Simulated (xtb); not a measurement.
ZrF₃, SMILES [F][Zr+]([F])[F], charge +1, multiplicity 1. All values are semi-empirical tight-binding results from xtb (GFN2-xTB unless named), good for trends rather than for accurate numbers. Geometry: GFN2-xTB. The spin state was assumed, not searched. The isomer is the one that the SMILES or the coordinates give; other isomers of the formula were not compared.

Optimised geometry:

```xyz
4

Zr     0.0000     0.0000     0.2776
F      1.4731    -0.8505    -0.4113
F     -1.4731    -0.8505    -0.4113
F      0.0000     1.7010    -0.4113
```
Charge +1, spin multiplicity 1.

For metal compounds this method's bond lengths and energies can be far off.

| Item | Result |
|---|---|
| point group as xtb finds it | C3v |
| orbital gap | 4.73 eV |
| zero-point energy | 3.1 kcal/mol |
| G − E(el) at 298.15 K (modified RRHO) | -15.2 kcal/mol |

Computed atomic charges and the Wiberg bond orders between heavy atoms:
charges (e) Zr1 1.69, F2 -0.23, F3 -0.23, F4 -0.23. Bond orders Zr1–F2 1.19, Zr1–F3 1.19, Zr1–F4 1.19.
